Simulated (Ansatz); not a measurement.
Molecule: CAuO, net charge 0, doublet state. The spin state was set by rule; other spins were not relaxed. 
Geometry from a B3LYP-D3(BJ)/def2-TZVP (Ansatz, a program for electronic structure) optimisation:
```
C
O 1 1.1382
Au 1 2.0531 2 140.18
```
Charge 0, spin multiplicity 2.

Wanted: atomisation energy (electronic, to ground-state atoms), in kcal/mol. Valence correlation only, unless marked. Open shells are spin-unrestricted. Spin-orbit coupling is left out. Frozen are the shells of the preceding noble gas and the d and f shells that filled before the atom's block. In def2 rows, elements after Kr have scalar-relativistic effective core potentials. The coupled-cluster limit lacks core correlation, which all-electron functionals hold. CBS(X,Y): correlation extrapolated as X^-3; Hartree-Fock from the larger set. The bracket is a focal-point correction in the basis named.

| level | program | atomisation energy (kcal/mol) |
|---|---|---|
| SVWN5/def2-TZVPD | Ansatz | 332.0 |
| PBE-D3(BJ)/def2-TZVPD | Ansatz + dftd3 | 290.1 |
| revPBE/def2-TZVPD | Ansatz | 274.5 |
| B2GP-PLYP-D3(BJ)/def2-TZVPD | Ansatz + dftd3 | 266.5 |
| B2GP-PLYP-D4/def2-TZVPD | Ansatz + dftd4 | 265.7 |
| SCS-MP2/def2-TZVPPD | Ansatz | 266.8 |
| RI-MP2/CBS(def2-TZVPPD,def2-QZVPPD)+[CCSD(T)-MP2]/def2-TZVPPD | Ansatz | 267.1 |
